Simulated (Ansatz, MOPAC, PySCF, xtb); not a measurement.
Complex: HF (SMILES F) (first 2 atoms) with SO2 (SMILES O=S=O); geometry from B3LYP-D3(BJ)/def2-TZVP.
(charge 0, multiplicity 1):
```xyz
5

F      0.35084     0.50697    -0.65679
H      0.08404     0.72411     0.21057
O     -0.33595     0.66261     2.00925
S     -0.19430    -0.57049     2.75159
O     -0.53505    -0.55503     4.14433
```

Monomers are frozen at their geometry in the pair; levels with a basis set take the counterpoise correction.

The state that PM6 reach isn't checked.

Codes used: Ansatz (a program for electronic structure); MOPAC for PM6 (differences of heats of formation); PySCF for the dispersion terms; xtb for the GFN methods. 

One of these levels gives -29.9 kJ/mol for the interaction energy. Name it.
A) GFN2-xTB
B) PM6
C) PBE-D3(BJ)/def2-TZVPPD
D) SVWN5/def2-TZVPPD

D, SVWN5/def2-TZVPPD. The others give -15.3 (PM6), -37.2 (GFN2-xTB), -19.7 (PBE-D3(BJ)/def2-TZVPPD)
